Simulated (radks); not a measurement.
Values are calculated unless marked as measured or tabulated.
Question: These are the eigenvalues of the occupied orbitals of an atom or ion with whole-number occupations (eV). Level of theory: Dirac Kohn-Sham, PBE, spin-unpolarised, spherical densities, point nucleus (a radial shooting solver on a logarithmic mesh with Libxc functionals).

1s1/2: -63171.99
2s1/2: -10753.26
2p1/2: -10262.65
2p3/2: -9145.110
3s1/2: -2443.982
3p1/2: -2227.235
3p3/2: -1988.897
3d3/2: -1621.487
3d5/2: -1569.471
4s1/2: -493.2959
4p1/2: -405.0374
4p3/2: -350.6198
4d3/2: -205.5817
4d5/2: -195.6132
5s1/2: -65.0311
5p1/2: -40.0930
5p3/2: -32.7841
4f5/2: -17.6268
4f7/2: -16.0260
6s1/2: -5.0108
5d3/2: -3.0719
5d5/2: -2.6352

Which element is it, and in what charge state? The configuration may be excited. Open shells, if any, are shared by 2j + 1.

Answer: Z = 71, lutetium, charge 0: Lu in [Xe] 4f13 5d2 6s2. The list shows which subshells hold electrons but not how many an open one holds; the 1s level, -2321.5 hartree, gives Z - s = 68.1 by -(Z - s)^2/2, which with screening and relativity narrows Z to a few neighbours, and the depths of the outer levels then fix element, charge and occupations together.
